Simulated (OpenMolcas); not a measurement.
Ti2+: CASPT2 settings compared

```yaml
Program: OpenMolcas 26.06
Basis: ANO-L-VDZP [5s4p2d1f]
Scalar_Hamiltonian: non-relativistic, point nucleus
Active_space: 2 electrons in 10 orbitals (3d 4d)
State_averaging: 2S+1 = 3 even, 10 roots; 2S+1 = 1 even, 14 roots
Spin-orbit_coupling: RASSI with atomic mean-field integrals over the reference wave functions, term energies averaged over their components
```

Methods on the same reference wave functions:
A. CASSCF
B. SS-CASPT2, IPEA 0.2 Eh, imaginary shift 0.4 Eh (closed shells correlated: 3s 3p)
C. SS-CASPT2, IPEA 0.5 Eh, real shift 0.4 Eh (closed shells correlated: 3s 3p)
D. XMS-CASPT2, IPEA 0.1 Eh, imaginary shift 0.25 Eh (closed shells correlated: 2s 2p 3s 3p)

Energies in cm-1 above 3d2 3F2, the measured ground level; measured values from Corliss and Sugar, J. Phys. Chem. Ref. Data 8, 1 (1979).

```
  Level      A      B      C      D  Measured
3d2 3F2    0.0    0.0    0.0    0.0       0.0
3d2 3F3    197    198    198    198       185
3d2 3F4    454    455    455    455       420
3d2 1D2  11177   8940   8920   9270      8474
3d2 3P0  13359  11280  11440  11220     10538
3d2 3P1  13422  11340  11510  11290     10604
3d2 3P2  13563  11480  11650  11430     10721
3d2 1G4  17288  16090  16100  16230     14398
```

Deviations, from unrounded energies. A percentage is the sum of absolute deviations over the sum of measured energies, with the sign that they share, or ± where signs differ.

| Against measurement | Levels | A | B | C | D |
| --- | --- | --- | --- | --- | --- |
| mean absolute deviation (cm-1) | 7 | 2000 | 630 | 700 | 680 |
| fine structure of the ground term (%) | 2 | +7.6 | +7.8 | +7.8 | +7.8 |
| other terms of the ground configuration (%) | 5 | +25.7 | +8.0 | +8.9 | +8.6 |

B lies closest to measurement on these levels and A furthest from it. The largest miss of B in the table is 3d2 1G4, by +1700 cm-1. The ranking rests on the paired levels alone, and a cruder setting can come out closer through cancelling errors.

Among B to D the level of the table that moves most is 3d2 1D2, by 350 cm-1 (lowest in C, highest in D). Moves below CASPT2's spread within the term are not significant.

The mean deviations of B to D differ by less than CASPT2's widest spread within a term (440 cm-1), so their order carries little weight.

From A to B the spin-free energies of the other terms of 3d2 shown, above 3F, scale by factors of 0.79 to 0.93, as is usual when dynamic correlation screens the repulsion within a d or f shell.

The lowest spin-free term lies below A's lowest term by 0.124 hartree in B, 0.121 hartree in C, 0.133 hartree in D.

Term energies are means over components that CASPT2 splits; among the terms shown or strongly mixed into the levels shown the widest spread is 440 cm-1 (3d2 1G, B). Active for correlation alone: 4d; no level in the range computed is led by a configuration that fills it, so any true level of that kind is missing. Without dynamic correlation excited terms often stand tens of per cent too high (terms of higher spin than the ground term too low), and those without a measured partner can miss by more than the paired ones (holds for A). Measured partners are found by configuration, term and J. A level has none where our copy of the source lacks it or the pairing is in doubt (some pairs that miss far off the trend of their configuration count as doubtful), and it then counts in no deviation. Only configurations of the active space appear.
